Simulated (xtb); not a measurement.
Hf(OH)3 (H3HfO3), SMILES [OH][Hf+]([OH])[OH], charge +1, multiplicity 1. All values are semi-empirical tight-binding results from xtb (GFN2-xTB unless named), good for trends rather than for accurate numbers. Geometry optimised at GFN2-xTB. The spin state was assumed, not searched. The isomer is the one that the SMILES or the coordinates give; other isomers of the formula were not compared. One conformer was computed; it need not be the lowest.

Optimised geometry:

```xyz
7

Hf    -0.0015     0.0014     0.0000
O      1.7382    -0.6358     0.0000
H      2.6104    -0.2126     0.0000
O     -0.3205     1.8256     0.0000
H     -1.1135     2.3830     0.0000
O     -1.4088    -1.2027     0.0000
H     -1.4631    -2.1708     0.0000
```
Charge +1, spin multiplicity 1.

For metal compounds this method's bond lengths and energies can be far off.

Computed properties:
The point group as xtb finds it is C3h. The orbital gap is 4.00 eV and the zero-point energy comes out as 20.8 kcal/mol. The G − E(el) at 298.15 K (modified RRHO) comes out as 0.8 kcal/mol.

Computed atomic charges and the Wiberg bond orders between heavy atoms:
charges (e) Hf1 1.19, O2 -0.47, H3 0.40, O4 -0.47, H5 0.40, O6 -0.47, H7 0.40. Bond orders Hf1–O2 1.22, Hf1–O4 1.22, Hf1–O6 1.22.
